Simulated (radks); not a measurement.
Results of a calculation; reference values are marked as such.
Task: The table gives one normalised radial function P(r) = r R(r) of Nd+ in [Xe] 4f4 6s1 (r in bohr). Code: a radial shooting solver on a logarithmic mesh with Libxc functionals. Model: scalar-relativistic Kohn-Sham, r2SCAN, spin-polarised, spherical densities, finite nucleus; open shells are filled with parallel spins first (spin-orbit coupling, left out, can overturn this in heavy ions); meta-GGA in the generalised Kohn-Sham scheme; Fermi nuclear charge, rms radius 4.9123 fm.

| r | P |
|---|---|
| 0.0009755 | 0.0007 |
| 0.001145 | 0.0010 |
| 0.001333 | 0.0012 |
| 0.001564 | 0.0016 |
| 0.001821 | 0.0021 |
| 0.002137 | 0.0028 |
| 0.002487 | 0.0036 |
| 0.002919 | 0.0048 |
| 0.003398 | 0.0062 |
| 0.003988 | 0.0082 |
| 0.004642 | 0.0106 |
| 0.005448 | 0.0139 |
| 0.006342 | 0.0179 |
| 0.007442 | 0.0233 |
| 0.008664 | 0.0298 |
| 0.01017 | 0.0384 |
| 0.01184 | 0.0485 |
| 0.01389 | 0.0616 |
| 0.01617 | 0.0764 |
| 0.01898 | 0.0947 |
| 0.02209 | 0.1144 |
| 0.02572 | 0.1358 |
| 0.03018 | 0.1591 |
| 0.03513 | 0.1799 |
| 0.04123 | 0.1975 |
| 0.048 | 0.2064 |
| 0.05633 | 0.2026 |
| 0.06557 | 0.1820 |
| 0.07695 | 0.1380 |
| 0.08958 | 0.0735 |
| 0.1051 | -0.0155 |
| 0.1224 | -0.1118 |
| 0.1436 | -0.2093 |
| 0.1672 | -0.2775 |
| 0.1962 | -0.2994 |
| 0.2284 | -0.2551 |
| 0.2681 | -0.1349 |
| 0.3121 | 0.0341 |
| 0.3662 | 0.2313 |
| 0.4263 | 0.3852 |
| 0.5003 | 0.4553 |
| 0.5824 | 0.3993 |
| 0.678 | 0.2214 |
| 0.7957 | -0.0614 |
| 0.9263 | -0.3617 |
| 1.087 | -0.6422 |
| 1.265 | -0.8208 |
| 1.485 | -0.8872 |
| 1.729 | -0.8384 |
| 2.029 | -0.7005 |
| 2.362 | -0.5303 |
| 2.772 | -0.3532 |
| 3.227 | -0.2144 |
| 3.786 | -0.1129 |
| 4.408 | -0.0567 |
| 5.173 | -0.0229 |
| 6.022 | -0.0079 |
| 7.067 | -0.0021 |
| 8.227 | -0.0005 |
| 9.655 | -0.0001 |
| 11.24 | 0.0000 |
| 13.19 | 0.0000 |
| 15.35 | 0.0000 |

Which n and l does it have? It may be an empty orbital.

Result: n = 5, l = 1: the number of nodes gives n - l - 1 = 3, the rise at small r (about r^(l+1), flatter next to the nucleus through relativity) gives l, and the extent must fit the shell. The curve is that of 5p up; the table hardly tells the two spins apart. 5p up: eigenvalue -29.307 eV, 3 radial nodes at r = 0.102, 0.303, 0.771 bohr, <r> = 1.71 bohr, 90 % of the charge inside 2.51 bohr.
